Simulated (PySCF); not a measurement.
Start geometry of `[SiH3]c1cc[se]c1` from GFN2-xTB (Å):
```
atom  x, y, z in Å
Si1   -1.9606    0.0392    0.0881
C2    -0.0936   -0.1619   -0.0017
C3     0.8164    0.9316    0.0470
C4     2.1270    0.6026   -0.0512
Se5    2.3785   -1.2272   -0.2258
C6     0.5295   -1.3634   -0.1402
H7    -2.5404   -1.1689    0.6769
H8    -2.4919    0.2423   -1.2633
H9    -2.2609    1.2071    0.9190
H10    0.4784    1.9485    0.1574
H11    2.9664    1.2749   -0.0339
H12    0.0524   -2.3254   -0.1983
```

Task: What comes out of this run: LC-wPBE/def2-SV(P) geometry optimisation, gas phase in PySCF 2.14.0?

Result: 
```
atom  x, y, z in Å
Si1   -1.9411    0.1229   -0.1819
C2    -0.1024   -0.1436    0.0107
C3     0.8868    0.9022   -0.0502
C4     2.1706    0.4920    0.1160
Se5    2.2787   -1.3253    0.3777
C6     0.4470   -1.3745    0.2282
H7    -2.6404   -1.1880   -0.0430
H8    -2.2599    0.7056   -1.5197
H9    -2.4562    1.0633    0.8579
H10    0.6305    1.9522   -0.2181
H11    3.0622    1.1207    0.1045
H12   -0.0911   -2.3209    0.3136
```

The energy falls by 1.8 kcal/mol over 13 energy and gradient evaluations, the largest force component goes from 0.0182 to 1.0e-04 Eh/bohr, and the atoms move by 0.294 Å rms after alignment. Among the bonds, Si1–H7 and Si1–H9 change most and about equally (+0.029 Å). Bonds longer at the end by more than 0.005 Å: 7 of 12; shorter: 3. Among the angles that change most is C2–Si1–H9, from 108.4° to 111.0°. Among the dihedrals that turn most is H9–Si1–C2–C6, from 150° to 121°. Rotational constants go from 5934, 994.0, 859.8 to 5847, 1007, 867.4 MHz. The orientation of the end geometry is arbitrary; only internal coordinates are fixed.

The run used 118 basis functions and 91 SCF cycles in all.

Not checked by LC-wPBE/def2-SV(P) frequencies.
